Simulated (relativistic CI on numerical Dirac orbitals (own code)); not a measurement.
What each ingredient does to the levels of Sm¹⁶⁺

Base calculation: Dirac-Coulomb-Breit CI, KLI orbitals optimised for each configuration, QED by a radiative potential, unscaled Slater integrals.

Configuration list (outside the closed core [Ar] 3d10): 4s2.4p6.4d10, 4s2.4p6.4d9.4f, 4s2.4p6.4d9.5s, 4s2.4p5.4d10.4f, 4s2.4p6.4d9.5p, 4s.4p6.4d10.4f, 4s2.4p6.4d9.5d, 4s2.4p5.4d10.5s, 4s2.4p6.4d9.5f, 4s2.4p6.4d9.6s, 4s2.4p6.4d9.6p, 4s2.4p5.4d10.5p, 4s2.4p6.4d9.5g, 4s2.4p6.4d9.6d, 4s2.4p6.4d9.6f, 4s2.4p6.4d9.7s, 4s2.4p5.4d10.5d, 4s2.4p6.4d9.7p, 4s.4p6.4d10.5s, 4p6.4d10.4f2, 4p6.4d9.4f3, 4p6.4d9.4f2.5s, 4p5.4d10.4f3, 4p6.4d9.4f2.5p, 4p6.4d9.4f2.5d. Double excitations out of closed p, d and f shells are left out; levels of such configurations are missing from the list, as are those of other unlisted configurations, and high levels can miss mixing partners. These lack a partner that the ground configuration has and come out too high: 4s2.4p5.4d10.5s, 4s2.4p6.4d9.5f, 4s2.4p6.4d9.6s, 4s2.4p6.4d9.6p, 4s2.4p5.4d10.5p.

The lowest level and the first level of each name with at least 55 % of one term (blank where a level has no safe partner in the second run):

```csv
Level,Base (cm⁻¹),Shift (cm⁻¹)
4s2.4p6.4d10 1S_0,0,0
4s2.4p6.4d9.4f 3P°_0,1034422,+1152
4s2.4p6.4d9.4f 3P°_1,1041706,+1152
4s2.4p6.4d9.4f 3P°_2,1056520,+1152
4s2.4p6.4d9.4f 3H°_6,1070827,+1151
4s2.4p6.4d9.4f 3H°_5,1073222,+1151
4s2.4p6.4d9.4f 3F°_4,1095709,+1151
4s2.4p6.4d9.4f 3D°_1,1105508,+1151
4s2.4p6.4d9.4f 3G°_5,1106410,+1151
4s2.4p6.4d9.4f 3G°_3,1144109,+1151
4s2.4p6.4d9.4f 1F°_3,1162419,+1152
4s2.4p6.4d9.5s 3D_3,1221744,+10458
4s2.4p6.4d9.5s 3D_1,1265926,+10458
4s2.4p6.4d9.4f 1P°_1,1409591,+1274
4s2.4p6.4d9.5p 3P°_2,1432038,+11644
4s2.4p6.4d9.5p 3F°_2,1478665,+11645
4s2.4p6.4d9.5p 3F°_4,1500038,+11646
4s2.4p6.4d9.5p 1P°_1,1508442,+11590
4s2.4p6.4d9.5p 1D°_2,1508578,+11644
4s2.4p6.4d9.5p 3D°_3,1515791,+11644
4s2.4p6.4d9.5p 3P°_0,1532765,+11644
4s2.4p6.4d9.5p 3D°_1,1551099,+11626
```

At this charge energies of transitions that change n are usually good to better than 1 %, and those within a shell (Δn = 0) to a few per cent.

**Question.** One thing was changed in a second run, which moved the levels as shown. Which?
A. P86 correlation estimate
B. Breit term removed
C. QED terms removed
D. one mean potential for all configurations
E. configuration mixing switched off

**Answer.** A. P86 correlation estimate. A correlation estimate moves all levels of a configuration together before mixing; mixed levels move by a weighted share.

LS names give the leading component of a level, which can be under half, so a name can repeat, a term be missing and a line seem to break the LS rules.
